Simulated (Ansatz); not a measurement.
Reaction (ligand exchange at the Si–S bond): `F[SiH2]S[SiH2]Cl` + `C[SiH2]O` → `C[SiH2]O[SiH2]F` + `S[SiH2]Cl`

Program: Ansatz. Geometries: PBE0-D4/def2-TZVP. ΔE: electronic, gas phase. CCSD(T)/CBS adds triple-zeta CCSD(T) − MP2 to the extrapolated MP2 energy (def2 sets, frozen cores). This one scheme is used for every species. Functionals use def2-TZVPP. B3LYP here is the variant with VWN-RPA as its local correlation; programs differ in this. Each species was taken in one conformer, which may not be the lowest.

`F[SiH2]S[SiH2]Cl`:

Cartesian coordinates in Å:
```
F 1.754 -1.337 -1.192
Si 0.169 -1.199 -1.068
S -0.414 -1.043 0.968
Si -0.137 1.057 1.181
Cl -1.760 2.110 0.502
H -0.225 0.016 -1.814
H -0.440 -2.434 -1.602
H 1.037 1.505 0.401
H 0.015 1.325 2.625
```

`C[SiH2]O`:

```xyz
9

C    -1.135    0.280    0.094
Si    0.524   -0.510   -0.213
O     1.757    0.588   -0.228
H    -1.927   -0.473    0.050
H    -1.350    1.043   -0.659
H    -1.178    0.751    1.080
H     0.560   -1.145   -1.553
H     0.764   -1.548    0.831
H     1.985    1.014    0.598
```

`C[SiH2]O[SiH2]F`:

Z-matrix (Å, degrees):
```
C
Si 1 1.856
H 1 1.093 2 110.4
H 1 1.092 2 110.9 3 119.9
H 1 1.093 2 110.8 3 -119.9
O 2 1.648 1 110.3 3 -179.8
H 2 1.489 1 110.6 3 59.9
H 2 1.485 1 111.2 3 -61.4
Si 6 1.614 2 146.6 1 -76.7
F 9 1.597 6 109.5 2 56.0
H 9 1.480 6 110.8 2 -61.6
H 9 1.477 6 108.9 2 173.5
```

`S[SiH2]Cl`:

Cartesian coordinates in Å:
```
S 0.138 -1.408 -0.952
Si 0.223 0.450 0.066
Cl 0.206 0.244 2.109
H -1.139 -1.652 -0.611
H -0.935 1.303 -0.280
H 1.507 1.062 -0.333
```

Problem. Is it downhill or uphill in electronic energy at CCSD(T)/CBS, and by how much? (Best estimate.)

Solution. The calculation gave: Downhill: ΔE = -63.3 kJ/mol.

Problem. What do these levels give: PBE-D4, B3LYP-D4, ωB97X-V, ωB97M-V, B2PLYP, PBE0, B3LYP, SCS-MP2/def2-TZVPP, CCSD(T)/def2-TZVPP, MP2/def2-QZVPP, HF/CBS(def2), MP2/CBS(def2)? (Estimate.)

Solution. The calculation gave: PBE-D4 -47.3, B3LYP-D4 -66.3, ωB97X-V -63.5, ωB97M-V -62.5, B2PLYP -69.0, PBE0 -55.0, B3LYP -70.4, SCS-MP2/def2-TZVPP -69.4, CCSD(T)/def2-TZVPP -66.9, MP2/def2-QZVPP -61.3, HF/CBS(def2) -90.8, MP2/CBS(def2) -59.0 kJ/mol.

Largest T1 diagnostic among the species: 0.011.

In def2-TZVPP, CCSD(T) changes the Hartree–Fock value by +21.5 kJ/mol (the triples alone add +4.5 kJ/mol) and MP2 by +25.8 kJ/mol. The D4 term adds +4.2 kJ/mol with B3LYP and +2.0 kJ/mol with PBE0; it sums over pairs of atoms, weighted by their polarisabilities, and B3LYP, whose exchange is more repulsive, gets the larger term. From PBE to PBE0 (25 % exact exchange), in def2-TZVPP and without D4, ΔE moves by −5.4 kJ/mol.
